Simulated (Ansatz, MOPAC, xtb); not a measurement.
Diatomic P2-, multiplicity 2 (lowest of 2S+1 = 2, 4 at CCSD(T)/def2-TZVPP on PBE0 minima; our sources give no spin for the ground state, which may be another). The T1 diagnostic near the minimum is 0.075, so single-reference values are doubtful.

The constants come from a fifth-degree fit in 1/R (seven points, main isotopes). In def2 and cc sets the state is the lowest found near the PBE0 minimum, followed along R.

Codes used: Ansatz (Gaussian orbitals); MOPAC for PM6, PM7 (differences of heats of formation); xtb for the GFN methods. Each number belongs to the level named beside it. The GFN methods have no spin term and hold the electronic entropy of 300 K.

```tsv
level	r_e (Å)	ω_e (cm⁻¹)	B_e (cm⁻¹)	ω_e x_e (cm⁻¹)
PM6	1.911	758	0.298	-0.10
PM7	1.936	845	0.290	1.9
GFN1-xTB	1.965	799	0.282	3.4
GFN2-xTB	1.983	778	0.277	4.1
SVWN5/def2-TZVPP	1.979	671	0.278	2.4
PBE/def2-TZVPP	1.996	656	0.273	2.4
r2SCAN/def2-TZVPP	1.980	683	0.278	2.3
B97M-V/def2-TZVPP	1.972	695	0.280	2.4
B3LYP/def2-TZVPP	1.982	675	0.277	2.4
PBE0/def2-TZVPP	1.971	701	0.280	2.3
BHLYP/def2-TZVPP	1.958	723	0.284	2.2
CAM-B3LYP/def2-TZVPP	1.959	717	0.284	2.2
wB97X-V/def2-TZVPP	1.954	739	0.285	2.0
wB97M-V/def2-TZVPP	1.960	723	0.283	2.1
B2PLYP/def2-TZVPP	1.989	658	0.275	2.8
CCSD/def2-TZVPP	1.980	691	0.278	2.4
CCSD(T)/def2-TZVPP	1.995	661	0.273	2.6
```

Correlated levels freeze the cores. The state that PM6, PM7 reach isn't checked; PM7 holds dispersion and hydrogen-bond terms.

Ansatz is an electronic-structure program.
